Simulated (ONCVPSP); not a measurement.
**vanadium (V), ONCV: configuration errors across variants**

```
Element                 : vanadium (V)
Generator               : ONCVPSP 4.0.1
Type                    : optimised norm-conserving Vanderbilt (ONCV)
Functional              : revPBE
Relativity              : scalar-relativistic
Frozen core             : [Ne]
Valence charge          : 13
Reference configuration : 3s2 3p6 3d3 4s1.5 (charge +0.5)
Partial waves           : 3s+4s: rc 1.60 bohr, ncon 4, nbas 8, qcut 5.7 1/bohr, 2 projectors; 3p: rc 1.55 bohr, ncon 3, nbas 7, qcut 9.9 1/bohr, 2 projectors, debl 1.9 Ha; 3d: rc 2.00 bohr, ncon 4, nbas 8, qcut 8.2 1/bohr, 3 projectors, debl 2.3 Ha
Local potential         : polynomial inside 1.40 bohr (lpopt 5, dvloc0 0 Ha)
Core correction         : Teter function, fcfact 4, rcfact 1.15
```

All-electron excitation energies from the reference (eV): (1) 3s2 3p6 3d3 4s2 -3.063; (2) 3s2 3p6 3d3 4s1 4.598; (3) 3s2 3p6 3d3 4s0 18.746; (4) 3s2 3p6 3d2 4s2 7.855.

Errors AE − PS in meV (a dash: test not solved or not reliable):

```
     change   (1)   (2)   (3)   (4)  bound ghosts  GHOST(+) flags above zero
       base  +0.5  -0.2  -1.3  +108          none                       none
s: qcut 3.8  +0.5  -0.2  -1.5  +108          none                       none
s: qcut 4.6  +0.5  -0.2  -1.5  +108          none                       none
s: qcut 5.8  +0.5  -0.2  -1.3  +108          none                       none
s: qcut 7.3  +0.5  -0.1  -0.7  +108          none                       none
s: qcut 8.1  +0.5  -0.1  -0.4  +109          none                       none
```

**Question.** Give the same row for: s: qcut 6.5.

**Answer.** +0.5, -0.1, -1.0, +108; bound ghosts: none; GHOST(+) flags above zero: none.
